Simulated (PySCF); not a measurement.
Species: C₅H₃F₃.
Numbering: `[F:1][C@H:2]1[C:3]23[C@H:4]([F:5])[C:6]12[C@H:7]3[F:8]` (hydrogens: H9 on C2; H10 on C4; H11 on C7)

Method: PySCF 2.14.0, PBE0-D3(BJ)/def2-SVP geometry optimisation, gas phase; density fitting, grid level 1; the optimiser is geomeTRIC in internal coordinates, started from a GFN2-xTB structure with every atom displaced at random (about 0.01 Å).

Step 0: E = -13356.4921 eV
```
atom  x, y, z in Å  |  force x, y, z in eV/Å
F1     -1.8023   -0.4274    1.3513   -1.297   0.337   0.178
C2     -0.5370   -0.5436    1.0116    0.682  -0.410   0.070
C3     -0.1999   -0.6434   -0.4647    1.147  -0.203   0.934
C4     -0.6747    0.7271   -0.7559   -1.728   1.326  -1.621
F5     -0.2236    1.3519   -1.8801    0.105  -0.334   0.649
C6      0.1833    0.6601    0.4474    0.673  -0.829  -0.033
C7      1.2443   -0.1883   -0.2449   -0.418  -0.212   0.487
F8      2.0659   -0.9329    0.5181   -0.345   0.095  -0.127
H9     -0.0327   -1.1930    1.7407    0.356   0.146  -0.383
H10    -1.7633    0.9364   -0.6455    0.694  -0.188   0.193
H11     1.7661    0.2293   -1.0939    0.131   0.273  -0.347
```

Step 1: E = -13356.3512 eV
```
atom  x, y, z in Å  |  force x, y, z in eV/Å
F1     -1.7849   -0.3365    1.4895    0.148  -0.389  -0.618
C2     -0.5363   -0.5517    1.0271    0.002   0.185   0.012
C3     -0.1757   -0.6427   -0.4664   -0.298   0.085   0.533
C4     -0.7172    0.6936   -0.8348    0.446   0.517   1.467
F5     -0.1368    1.4246   -1.7793   -0.064  -0.082  -1.079
C6      0.1555    0.6477    0.4500   -0.157  -0.460  -0.450
C7      1.2451   -0.1439   -0.2195   -0.879  -0.657  -0.075
F8      2.0358   -0.8857    0.5541    0.277  -0.152   0.180
H9      0.0096   -1.2731    1.6480    0.006   0.319   0.056
H10    -1.7938    0.8801   -0.7490    0.114  -0.041   0.113
H11     1.7247    0.1640   -1.1357    0.404   0.677  -0.139
```

Step 2: E = -13356.5422 eV
```
atom  x, y, z in Å  |  force x, y, z in eV/Å
F1     -1.8071   -0.3650    1.4206    0.038  -0.156  -0.237
C2     -0.5362   -0.5440    1.0281   -0.113  -0.066  -0.163
C3     -0.1851   -0.6366   -0.4510    0.050  -0.073   0.303
C4     -0.7078    0.7114   -0.8058    0.432   0.405   0.557
F5     -0.1751    1.3704   -1.8453   -0.134  -0.195  -0.157
C6      0.1756    0.6420    0.4554   -0.144   0.028  -0.444
C7      1.2449   -0.1617   -0.2222   -0.345  -0.365  -0.274
F8      2.0449   -0.9129    0.5435    0.044  -0.028   0.000
H9      0.0033   -1.2496    1.6637    0.057   0.178   0.156
H10    -1.7757    0.9083   -0.6850    0.023   0.008   0.083
H11     1.7444    0.2140   -1.1180    0.093   0.264   0.175
```

Problem. Estimate the geometry and energy of step 3. (The exact step hangs on the optimiser's Hessian estimate; all steps are aligned on step 2, rigid shifts and turns removed.)

Solution. E = -13356.6028 eV, largest force 0.284 eV/Å
```
atom  x, y, z in Å  |  force x, y, z in eV/Å
F1     -1.8286   -0.3958    1.3480   -0.072   0.026   0.059
C2     -0.5396   -0.5412    1.0199    0.011  -0.229  -0.051
C3     -0.1868   -0.6408   -0.4441    0.196  -0.150   0.097
C4     -0.6961    0.7209   -0.7819    0.043   0.268  -0.012
F5     -0.2076    1.3245   -1.8758   -0.007   0.023   0.046
C6      0.1898    0.6371    0.4474   -0.143   0.208  -0.131
C7      1.2418   -0.1808   -0.2355    0.024  -0.163  -0.098
F8      2.0464   -0.9417    0.5192   -0.016   0.008  -0.008
H9      0.0022   -1.2006    1.7011   -0.004   0.039   0.069
H10    -1.7549    0.9347   -0.6231   -0.019  -0.024   0.002
H11     1.7595    0.2602   -1.0911   -0.014  -0.006   0.028
```

The energy changes by -0.0606 eV. The first-order estimate −F·Δx gives -0.1179 eV and the mean of the old and new forces, exact on a quadratic surface, -0.0609 eV. The step makes an angle of 56° with the force vector and moves no atom by more than 0.082 Å.

The cost below is that of the whole optimisation. Hardware: an Arm Neoverse V1 with one thread (shared host). Cost: 47 s, 0.51 GiB resident at most.
